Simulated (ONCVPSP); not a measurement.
## manganese, ONCV: configuration errors across variants

ONCVPSP 4.0.1 input, shortened (lines: element, Z, core and valence counts, functional; n l f; lmax; l rc ep ncon nbas qcut; lloc lpopt rc5 dvloc0; l nproj debl; icmod fcfact rcfact), LDA (Perdew-Zunger), scalar-relativistic:

```
  Mn 25.00    5    2        3      upf
    1    0    2.00
    2    0    2.00
    2    1    6.00
    3    0    2.00
    3    1    6.00
    3    2    5.00
    4    0    1.50
    2
    0    2.50    0.00    4    8    3.40
    1    2.25    0.21    3    6    3.50
    2    1.75    0.00    4    8   11.00
    4    5    1.20    3.00
    0    2    3.80
    1    2    1.90
    2    3    2.50
    3    2.50    1.25
```

In the p channel the program set the typed energies aside and used 0.050, 1.950 Ha.

All-electron excitation energies from the reference (eV): (1) 3d5 4s2 -3.465; (2) 3d5 4s1 5.188; (3) 3d5 4s0 21.065; (4) 3d5 4s0 4p2 4.616.

1 further variants failed, have other tests or another functional or relativity, and are left out.

Errors AE − PS in meV (a dash: test not solved or not reliable):

```csv
change,(1),(2),(3),(4),bound ghosts,GHOST(+) flags above zero
base,+0.6,+0.2,+13,+6.4,none,s
"local potential polynomial inside 1.20 bohr (lpopt 5, dvloc0 6 Ha)",+0.5,+0.2,+13,+6.2,none,s
"all radii but the core radius scaled by about 1.33 (s 3.32, p 2.98, d 2.32 bohr); local potential polynomial inside 1.60 bohr (lpopt 5, dvloc0 3 Ha)",+1.1,+0.2,+1.5,-3.1,none,s
"core correction Teter function, fcfact 2.7, rcfact 1.25",+0.5,+0.1,+12,+6.2,none,s
```

(1) Give the same row for: p: rc 2.14.

## Answers

(1) +0.6, +0.2, +13, +7.7; bound ghosts: none; GHOST(+) flags above zero: s, p.
